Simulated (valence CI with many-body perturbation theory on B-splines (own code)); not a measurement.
The numbers below are computed, except where a source is named.
A CI+MBPT run for Br²²⁺

Level of theory: configuration interaction combined with many-body perturbation theory (CI+MBPT): three valence electrons over a frozen Dirac-Fock core [Ne], radial functions for each j: 11 s, 11 p, 9 d, 7 f, 5 g, 2 h, 1 i, with the one-electron correlation potential Σ1 (screened to all orders), the two-electron term Σ2, the three-electron term Σ3, Breit, model QED; selected single and double excitations, second order for the rest (own B-spline code, finite nucleus).

Command, and the settings that its task file holds:

```sh
python run_cv.py task.json out
```

```
atom Br  Z=35  mass_number=79  rms_radius_fm=4.1629
core [Ne]
valence 3s2 3p1
avg = 1
basis = L
breit = 1
cap = 40000
capref = 1200
cscale = 1
de = 0.0
dress = 0
eps = 2e-08
h = 0.27
hh = 1
l2 = 3
lcore = 6
maxit = 60
n2 = 5
natural = 1
nlev = 60
nno = [7, 7, 6, 5, 4, 2, 1]
nroot = 26
nsp = [4, 4, 3, 2, 1, 0, 0]
pt2 = 1
qed = 1
rpa = 1
s1 = 1
s2 = 1
s3 = 1
screen = 1
tol = 2e-05
```

Question: Roughly how long does this run take on one core of Arm Neoverse V1, and how much memory?

Answer: 100 s on 1 thread of Arm Neoverse V1, with other jobs on the host, peak memory 0.67 GiB.

Log. The first blocks belong to the next ion, which gives the ionisation energy. Fields: 2J, parity (1 odd), roots, reference size, generating configurations, candidates as configurations/state functions, variational space P, stored matrix elements, Davidson steps; e2 is the range of second-order energies in hartree. The first line gives the box (bohr), its intervals, the orbitals and the steps of their self-consistent field. Window is the range of levels sought, series limit the energy at which the first omitted orbital would enter, core excitation an estimate of the first excitation out of the core, left out the lowest levels not solved, and shifts from estimates the range by which levels moved from their first estimate, all in cm⁻¹.

```
rmax 5.0 intervals 60 orbitals 81 references ['3s2 3p', '3s 3p2', '3s2 3d', '3p3', '3s 3p 3d'] scf 4 t 1.0
2J=0 par=0 roots 2 ref 20 generators 4 cand 362/362 P 358/358 nnz 0 it 0
2J=0 par=0 roots 2 ref 20 generators 7 cand 24/24 P 379/379 nnz 0 it 0
   second order: generators 10 cand 3/3 e2 -0.00000 -0.00000
reference levels 749, estimated 125, window 1829663 1/cm; series limit 6089811, core excitation 12502400
2J=1 par=1 roots 7 ref 59 generators 11 cand 3584/5466 P 3716/5605 nnz 4.2e+06 it 4
2J=1 par=1 roots 7 ref 59 generators 16 cand 3878/6158 P 4484/6843 nnz 6.1e+06 it 4
   second order: generators 27 cand 8549/13326 e2 -0.00002 -0.00000
2J=3 par=1 roots 12 ref 93 generators 14 cand 5467/11394 P 3824/8000 nnz 8.6e+06 it 5
2J=3 par=1 roots 12 ref 93 generators 18 cand 5582/12891 P 5427/11646 nnz 1.7e+07 it 8
   second order: generators 29 cand 9019/21687 e2 -0.00002 -0.00000
2J=1 par=0 roots 9 ref 65 generators 12 cand 3576/5471 P 3922/6014 nnz 4.9e+06 it 5
2J=1 par=0 roots 9 ref 65 generators 15 cand 3667/5763 P 4553/7022 nnz 6.6e+06 it 5
   second order: generators 27 cand 7693/12110 e2 -0.00001 -0.00000
2J=3 par=0 roots 13 ref 100 generators 15 cand 5420/11361 P 3758/8000 nnz 8.7e+06 it 5
2J=3 par=0 roots 13 ref 100 generators 21 cand 5610/12867 P 5531/11929 nnz 1.8e+07 it 10
   second order: generators 39 cand 10699/25027 e2 -0.00001 -0.00000
2J=5 par=0 roots 12 ref 99 generators 14 cand 5997/14147 P 3455/7999 nnz 8.8e+06 it 10
2J=5 par=0 roots 12 ref 99 generators 18 cand 6571/17732 P 5701/13723 nnz 2.5e+07 it 10
   second order: generators 33 cand 8264/23565 e2 -0.00002 -0.00000
2J=5 par=1 roots 9 ref 88 generators 11 cand 6079/14134 P 3488/7999 nnz 8.8e+06 it 5
2J=5 par=1 roots 9 ref 88 generators 14 cand 6547/17699 P 5350/12806 nnz 2.1e+07 it 5
   second order: generators 26 cand 10041/29148 e2 -0.00002 -0.00000
2J=7 par=1 roots 5 ref 64 generators 8 cand 5759/13863 P 3387/8000 nnz 9.1e+06 it 5
2J=7 par=1 roots 5 ref 64 generators 10 cand 4909/13622 P 4636/11309 nnz 1.8e+07 it 4
   second order: generators 22 cand 7861/24345 e2 -0.00002 -0.00001
2J=9 par=1 roots 2 ref 33 generators 4 cand 4759/11406 P 2465/5764 nnz 5.2e+06 it 4
2J=9 par=1 roots 2 ref 33 generators 5 cand 3412/8173 P 3450/8390 nnz 1.1e+07 it 4
   second order: generators 11 cand 5223/14567 e2 -0.00002 -0.00001
2J=7 par=0 roots 7 ref 69 generators 7 cand 5674/13817 P 3276/7999 nnz 9.2e+06 it 5
2J=7 par=0 roots 7 ref 69 generators 13 cand 6398/18045 P 4944/12407 nnz 2.1e+07 it 5
   second order: generators 27 cand 9974/30921 e2 -0.00003 -0.00001
2J=9 par=0 roots 4 ref 42 generators 5 cand 4685/11416 P 2933/6970 nnz 8.1e+06 it 4
2J=9 par=0 roots 4 ref 42 generators 12 cand 5734/16022 P 3862/9281 nnz 1.3e+07 it 4
   second order: generators 23 cand 9849/29819 e2 -0.00003 -0.00001
left out: unestimated 2668990, estimated 1971723, shifts from estimates -8 to 76
operators 0.9
```

The Davidson iterations converged.

No measured levels were compared; by estimate levels of excited configurations hold to 0.05 to 0.15 % of their energy, terms of the ground configuration to about 0.5 %.

```
Valence energy                            : -116.1043 hartree
Ionisation energy                         : 970.82 eV (NIST: 963 ± 5 eV (semi-empirical))
Reference configurations for the orbitals : 3s2 3p, 3s 3p2, 3s2 3d, 3p3, 3s 3p 3d
Radial orbitals                           : 81
Box radius                                : 4.983 bohr
Largest variational space                 : 13723
Lowest levels                             : 3s²3p ²P°_1/2 0, 3s²3p ²P°_3/2 84886, 3s3p² ⁴P_1/2 391540, 3s3p² ⁴P_3/2 435760, 3s3p² ⁴P_5/2 468930, 3s3p² ²D_3/2 546290, 3s3p² ²D_5/2 571920, 3s3p² ²P_1/2 624630, 3s3p² ²S_1/2 709130, 3s3p² ²P_3/2 720240, 3s²3d ²D_3/2 800650, 3s²3d ²D_5/2 812150, 3p³ ²D°_3/2 996960, 3p³ ²D°_5/2 1036900 cm⁻¹
```

Names give the largest LS component (configuration and term), which can be under half, so a name can repeat, a term be missing and a line seem to break the LS rules; names also repeat where a configuration has a term twice.
